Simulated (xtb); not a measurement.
HAl, charge -1, quartet, at the geometry of the source list (GFN-xTB shapes and energies of metal compounds can be far from the true ones) (a state made from the parent by changing its charge; the spin is typed, not shown lowest); GFN1-xTB run with xtb.

Here is a job for xtb.
```
$ xtb mol.xyz --gfn 1 --chrg -1 --uhf 3 --json

# file mol.xyz
2

Al     0.44950000     0.13630000    -0.65720000
H     -0.44950000    -0.13630000     0.65720000
```

It wrote (shortened):

```
   ID    Z sym.   atoms
    1   13 Al     1
    2    1 H      2

           -------------------------------------------------
          |                Calculation Setup                |
           -------------------------------------------------

           -------------------------------------------------
          |                 G F N 1 - x T B                 |
           -------------------------------------------------

          ...................................................
          :                      SETUP                      :
          :.................................................:
          :  # basis functions                  12          :
          :  # atomic orbitals                  11          :
          :  # shells                            5          :
          :  # electrons                         5          :
          :  # halogen bonds                     0          :
          :  max. iterations                   250          :
          :  Hamiltonian                  GFN1-xTB          :
          :  restarted?                      false          :
          :  GBSA solvation                  false          :
          :  PC potential                    false          :
          :  electronic temp.          300.0000000     K    :
          :  accuracy                    1.0000000          :
          :  -> integral cutoff          0.2500000E+02      :
          :  -> integral neglect         0.1000000E-07      :
          :  -> SCF convergence          0.1000000E-05 Eh   :
          :  -> wf. convergence          0.2000000E-04 e    :
          :  Broyden damping             0.4000000          :
          :  net charge                         -1          :
          :  unpaired electrons                  3          :
          ...................................................

 iter      E             dE          RMSdq      gap      omega  full diag
   1     -1.5989649 -0.159896E+01  0.100E+01    1.23       0.0  T
   2     -1.5989510  0.139301E-04  0.595E+00    1.22       1.0  T
   3     -1.5989928 -0.418539E-04  0.187E-01    1.21       1.0  T
   4     -1.5989940 -0.119617E-05  0.786E-02    1.21       1.0  T
   5     -1.5989944 -0.385860E-06  0.947E-03    1.21       7.5  T
   6     -1.5989944 -0.606534E-08  0.230E-04    1.21     307.4  T
   7     -1.5989944 -0.227707E-11  0.614E-05    1.21    1151.5  T
   8     -1.5989944 -0.242695E-12  0.103E-07    1.21  100000.0  T

[...]
         :: total energy              -1.596307473425 Eh    ::
[...]

           -------------------------------------------------
          |                Property Printout                |
           -------------------------------------------------

    * Orbital Energies and Occupations

         #    Occupation            Energy/Eh            Energy/eV
      -------------------------------------------------------------
         1        2.0000           -0.4571541             -12.4398
         2        1.0000           -0.3110669              -8.4646
         3        1.0000           -0.0961634              -2.6167
         4        1.0000           -0.0961634              -2.6167 (HOMO)
         5                         -0.0518417              -1.4107 (LUMO)
         6                         -0.0403499              -1.0980
         7                         -0.0403499              -1.0980
         8                         -0.0403499              -1.0980
         9                         -0.0403499              -1.0980
        10                          0.0828079               2.2533
        11                          0.7391812              20.1141
      -------------------------------------------------------------
                  HL-Gap            0.0443217 Eh            1.2061 eV
             Fermi-level           -0.2288982 Eh           -6.2286 eV

  Mulliken/CM5 charges         n(s)   n(p)   n(d)
     1Al   -1.30737 -1.37553   1.884  2.375  0.048
     2H     0.30737  0.37553   0.693  0.000  0.000

Wiberg/Mayer (AO) data.
largest (>0.10) Wiberg bond orders for each atom

 ---------------------------------------------------------------------------
     #   Z sym  total        # sym  WBO       # sym  WBO       # sym  WBO
 ---------------------------------------------------------------------------
     1  13 Al   0.642 --     2 H    0.642
     2   1 H    0.642 --     1 Al   0.642
 ---------------------------------------------------------------------------

Topologies differ in total number of bonds
Writing topology from bond orders to xtbtopo.mol

 dipole moment from electron density (au)
     X       Y       Z
  -1.1906  -0.3610   1.7408  total (Debye):    5.439

           -------------------------------------------------
          | TOTAL ENERGY               -1.596307473425 Eh   |
          | GRADIENT NORM               0.001590324159 Eh/α |
          | HOMO-LUMO GAP               1.206055049831 eV   |
           -------------------------------------------------

normal termination of xtb
```
